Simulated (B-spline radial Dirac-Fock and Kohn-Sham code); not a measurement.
# Relativistic shifts of the levels of Nd²⁹⁺

System: the Nd²⁹⁺ ion, configuration [Ar] 3d10 4s2 4p1.

Both columns are ΔSCF binding energies of the configuration average from an atomic code on a B-spline grid: non-relativistic Hartree-Fock with a point nucleus, and Dirac-Fock with a finite nucleus and the Coulomb interaction alone, averaged over the two j levels with weights 2j+1.

```
shell  Hartree-Fock (eV)  Dirac-Fock (eV)  shift (eV)  shift (%)
   1s            42543.3          44811.2    +2267.97      +5.33
   2s             7614.2           8197.0     +582.76      +7.65
   2p             7256.9           7443.0     +186.18      +2.57
   3s             2426.7           2568.1     +141.41      +5.83
   3p             2269.7           2321.8      +52.04      +2.29
   3d             1987.5           1980.4       -7.13      -0.36
   4s             1109.0           1153.9      +44.84      +4.04
   4p             1053.7           1071.6      +17.87      +1.70
```

Relativity binds 1s, 2s, 2p, 3s, 3p, 4s, 4p more strongly, among those listed most of all 2s in relative terms, and 3d more weakly, because the contracted s and p shells screen the nucleus better.

Values without a named source are computed, but for edge energies of neutral atoms, which are taken from tables.
